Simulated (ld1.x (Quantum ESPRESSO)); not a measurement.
## Plane-wave convergence, TM potential for germanium

* Element: germanium
* Generator: ld1.x (Quantum ESPRESSO) 7.5
* Type: norm-conserving Troullier–Martins (Kleinman–Bylander form)
* Functional: PBE
* Relativity: fully relativistic
* Frozen core: [Ar] 3d10
* Valence charge: 4
* Reference configuration: 4s1.75 4p2.25
* Partial waves: 4p (bound): rc 2.40 bohr; 4d channel at 0.3 Ry: rc 2.35 bohr; 4s (bound): rc 1.30 bohr
* Local potential: the s channel
* Core correction: a·sin(br)/r model core, default radius (core density twice the valence density)

Open shells are filled in proportion to 2j + 1 (rel_dist='average').

The pseudo-atom Hamiltonian at the reference potential is diagonalised in spherical Bessel functions j_l(qr) that vanish at 20 bohr, with q² up to the cutoff. All-electron valence levels (Ry): 4p1/2 -0.3090, 4p3/2 -0.2949, 4s -0.8804.

Task: How do the lowest levels (Ry) of each channel move with the cutoff, and are there ghosts?

Result:

```json
{"cutoff (Ry)": "8", "p1/2 #1": "-0.3089", "p1/2 #2": "0.0224", "p1/2 #3": "0.1198", "p3/2 #1": "-0.3091", "p3/2 #2": "0.0204", "d3/2 #1": "0.0542", "d5/2 #1": "0.0543", "s #1": "-0.8024", "s #2": "-0.0291", "f #1": "0.1083", "Σ f·Δε (mRy)": "157.9"}
{"cutoff (Ry)": "18", "p1/2 #1": "-0.3090", "p1/2 #2": "-0.0732", "p1/2 #3": "0.0255", "p3/2 #1": "-20.2551", "p3/2 #2": "-0.2948", "d3/2 #1": "0.0539", "d5/2 #1": "0.0539", "s #1": "-0.8272", "s #2": "-0.0310", "f #1": "0.1083", "Σ f·Δε (mRy)": "93.3"}
{"cutoff (Ry)": "35", "p1/2 #1": "-1.7548", "p1/2 #2": "-0.3090", "p1/2 #3": "0.0227", "p3/2 #1": "-29.7271", "p3/2 #2": "-0.2949", "d3/2 #1": "0.0538", "d5/2 #1": "0.0539", "s #1": "-0.8667", "s #2": "-0.0340", "f #1": "0.1083", "Σ f·Δε (mRy)": "24.0"}
{"cutoff (Ry)": "60", "p1/2 #1": "-5.6496", "p1/2 #2": "-0.3090", "p1/2 #3": "0.0226", "p3/2 #1": "-56.4018", "p3/2 #2": "-0.2949", "d3/2 #1": "0.0538", "d5/2 #1": "0.0539", "s #1": "-0.8766", "s #2": "-0.0349", "f #1": "0.1083", "Σ f·Δε (mRy)": "6.6"}
{"cutoff (Ry)": "100", "p1/2 #1": "-6.3355", "p1/2 #2": "-0.3090", "p1/2 #3": "0.0226", "p3/2 #1": "-61.5641", "p3/2 #2": "-0.2949", "d3/2 #1": "0.0538", "d5/2 #1": "0.0539", "s #1": "-0.8798", "s #2": "-0.0351", "f #1": "0.1083", "Σ f·Δε (mRy)": "1.1"}
{"cutoff (Ry)": "160", "p1/2 #1": "-6.5884", "p1/2 #2": "-0.3090", "p1/2 #3": "0.0226", "p3/2 #1": "-63.7754", "p3/2 #2": "-0.2949", "d3/2 #1": "0.0538", "d5/2 #1": "0.0539", "s #1": "-0.8802", "s #2": "-0.0351", "f #1": "0.1083", "Σ f·Δε (mRy)": "0.3"}
{"cutoff (Ry)": "400", "p1/2 #1": "-6.6623", "p1/2 #2": "-0.3090", "p1/2 #3": "0.0226", "p3/2 #1": "-64.4227", "p3/2 #2": "-0.2949", "d3/2 #1": "0.0538", "d5/2 #1": "0.0539", "s #1": "-0.8804", "s #2": "-0.0352", "f #1": "0.1083", "Σ f·Δε (mRy)": "0.0"}
```

Result: ghost states, extra bound levels that the all-electron valence spectrum of the same l lacks: p3/2 at -876.5 eV, p1/2 at -90.6 eV (a true bound ghost makes a file unfit for plane-wave use); 10 mRy is reached at 45 Ry and 1 mRy at 120 Ry.
